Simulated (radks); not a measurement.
Results of a calculation; reference values are marked as such.
Spherical quantum dot in the effective-mass picture: electrons in a well V = -V0 / (1 + exp((r - R)/a)) with V0 = 13.5, R = 4.52, a = 0.21, with a point charge +2 (a donor) at the centre, all in effective atomic units (hartree* = m*/eps^2 hartree, bohr* = eps/m* bohr), one dielectric constant everywhere. Level of theory: non-relativistic Kohn-Sham, LDA (Slater exchange, Perdew-Wang correlation), spin-polarised, spherical densities (a radial shooting solver with Libxc functionals). Levels are named by radial order and angular momentum (1s, 1p, 1d, 2s, ...), and open shells are averaged over m. Results are scaled to m* = 0.071 and eps = 8.1, for which hartree* = 29.45 meV and bohr* = 6.037 nm.

N = 28, configuration 1s2 1p6 1d10 2s2 1f(up 7, down 1). This is the lowest configuration that the search found. Occupied and some empty levels:

level,occupation,eigenvalue (meV),<r> (nm)
1s up,1,-175.77,15.02
1s down,1,-174.77,13.97
1p up,3,-170.52,19.05
1p down,3,-169.01,18.99
2s up,1,-166.62,9.869
2s down,1,-166.05,10.83
1d up,5,-163.97,19.68
1d down,5,-162.41,19.65
1f up,7,-155.04,20.19
1f down,1,-153.45,20.18
1g up,0,-143.91,20.63
1g down,0,-142.29,20.63
2p up,0,-136.62,13.68
2p down,0,-135.96,13.64
2d up,0,-120.53,15.70
2d down,0,-119.66,15.65

Energy (meV): total -7846.47, kinetic 685.83, external -11577, Hartree 3375.9, exchange-correlation -330.95.
